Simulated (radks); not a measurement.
The oxygen anion O-, [He] 2s2 2p5, held by a Watson sphere: a shell of charge +0.73 at radius R that stands for the Madelung well of a crystal (potential energy -0.73/R inside, -0.73/r outside, in hartree with lengths in bohr). Calculated with a radial shooting solver on a logarithmic mesh with Libxc functionals: scalar-relativistic Kohn-Sham, LB94 model potential, spin-polarised, spherical densities, point nucleus; open shells are filled with parallel spins first. Response by self-consistent Sternheimer equations with the Hartree and adiabatic LDA kernel, the relativistic mass of each level held fixed and spin-orbit coupling left out. The sphere does not respond.

R (bohr)  e(2s down) (eV)  e(2p up) (eV)  e(2p down) (eV)  <r> 2p (bohr)  sum of <r^2> (bohr^2)  X-ray form factor at sin(theta)/lambda = 0.3 1/angstrom  alpha (bohr^3)
1.94              -24.129        -11.141          -10.129          1.383                  16.10                                                    4.184           9.558
2.32              -23.268        -10.362           -9.362          1.411                  16.74                                                    4.161           11.01
2.94              -22.126         -9.275           -8.281          1.443                  17.47                                                    4.148           13.26
3.08              -21.907         -9.061           -8.067          1.448                  17.59                                                    4.147           13.73
3.21              -21.714         -8.872           -7.879          1.453                  17.70                                                    4.147           14.14
3.42              -21.424         -8.586           -7.593          1.459                  17.85                                                    4.146           14.77
3.55              -21.256         -8.420           -7.427          1.462                  17.93                                                    4.146           15.14
